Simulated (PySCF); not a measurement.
A species of formula C3H11GeNSi has this rotational fingerprint, computed with PySCF, PBE0-D3(BJ)/def2-SVP geometry optimisation, gas phase:

- Rotational constants: A = 3327, B = 969.7, C = 790.6 MHz
- Dipole components: |μa| = 0.37 D, |μb| = 0.23 D, |μc| = 0.21 D
- Inertial defect: -33.88 u·Å²
- κ: -0.86

Task: Which candidate fits, each taken in the one conformer that was computed?
A. `[SiH3:1][N:2]([GeH3:3])[CH:4]1[CH2:5][CH2:6]1` with Si1–N2–C4–C5 -131°
B. `[CH2:1]=[CH:2][CH2:3][GeH2:4][NH:5][SiH3:6]` with C1–C2–C3–Ge4 99°, C2–C3–Ge4–N5 -54°, C3–Ge4–N5–Si6 -150°
C. `[CH2:1]=[CH:2][CH2:3][N:4]([SiH3:5])[GeH3:6]` with C1–C2–C3–N4 120°, C2–C3–N4–Si5 -70°
D. `[GeH3:1][NH:2][SiH2:3][CH:4]1[CH2:5][CH2:6]1` with Ge1–N2–Si3–C4 -33°, N2–Si3–C4–C5 152°
E. `[SiH3:1][NH:2][GeH2:3][CH:4]1[CH2:5][CH2:6]1` with Si1–N2–Ge3–C4 61°, N2–Ge3–C4–C5 -149°

Result: D. It is [GeH3][NH][SiH2]C1CC1, an asymmetric top, point group C1. The candidates at the same level (rigid rotor, commonest isotopes):

```csv
SMILES,A (MHz),B (MHz),C (MHz),μa (D),μb (D),μc (D),Δ (u·Å²),point group,rotor
[SiH3][N]([GeH3])C1CC1,2240,1407,914.9,0.06,0.82,0.17,-32.46,C1,asymmetric top
C=CC[N]([SiH3])[GeH3],2581,1068,815.8,0.07,0.77,0.12,-49.58,C1,asymmetric top
C=C[CH2][GeH2][NH][SiH3],2644,1104,823.8,1.42,0.08,0.05,-35.38,C1,asymmetric top
[GeH3][NH][SiH2]C1CC1,3327,969.7,790.6,0.37,0.23,0.21,-33.88,C1,asymmetric top
[SiH3][NH][GeH2][CH]1CC1,2859,1205,908.5,0.78,0.36,0.93,-39.81,C1,asymmetric top
```

`[SiH3][NH][GeH2][CH]1CC1` has B 24 % too high; `C=C[CH2][GeH2][NH][SiH3]` has A 21 % too low; `C=CC[N]([SiH3])[GeH3]` has A 22 % too low; `[SiH3][N]([GeH3])C1CC1` has B 45 % too high. No structure here is proved a minimum.
